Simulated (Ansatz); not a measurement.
Species: C3H5, SMILES `C=C[CH2+]` with one electron removed (charge 2, multiplicity 2).

Q: Give a relaxed geometry from B3LYP-D3(BJ)/def2-TZVP (Ansatz, an electronic-structure program).

A: the end point of this relaxation (outside a Z-matrix the atoms follow the SMILES, hydrogens last).
Cartesian coordinates (Å) in one orientation:
```xyz
8

C      1.001     0.183     0.733
C      0.244    -0.203    -0.404
C     -1.169    -0.074    -0.449
H      1.914     0.790     0.612
H      0.696    -0.095     1.756
H      0.780    -0.577    -1.305
H     -1.657     0.367    -1.334
H     -1.809    -0.392     0.391
```
